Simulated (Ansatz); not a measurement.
Basis-set series for F₄Sn (`[F][Sn]([F])([F])[F]`). Total charge 0; spin multiplicity 1. Sn takes the def2 core potential. The structure was optimised at the PBE0-D4/def2-TZVP level.

```
functional       basis  functions  energy (Eh)  HOMO (eV)  LUMO (eV)
   PBE0-D4  def2-TZVPP        174   -613.59886     -12.43      -3.61
   PBE0-D4  def2-QZVPP        310   -613.62660     -12.45      -3.63
   ωB97M-V  def2-TZVPP        174   -613.83668     -14.97      -1.41
   ωB97M-V  def2-QZVPP        310   -613.86272     -15.00      -1.50
```

**Question.** Give the rows for def2-SVP. (Estimate.)

**Answer.** The calculation gave: 
| functional | basis | functions | energy (Eh) | HOMO (eV) | LUMO (eV) |
| --- | --- | --- | --- | --- | --- |
| PBE0-D4 | def2-SVP | 82 | -613.05982 | -12.10 | -3.44 |
| ωB97M-V | def2-SVP | 82 | -613.28750 | -14.59 | -1.19 |

Results of the Gaussian-basis code of Ansatz.
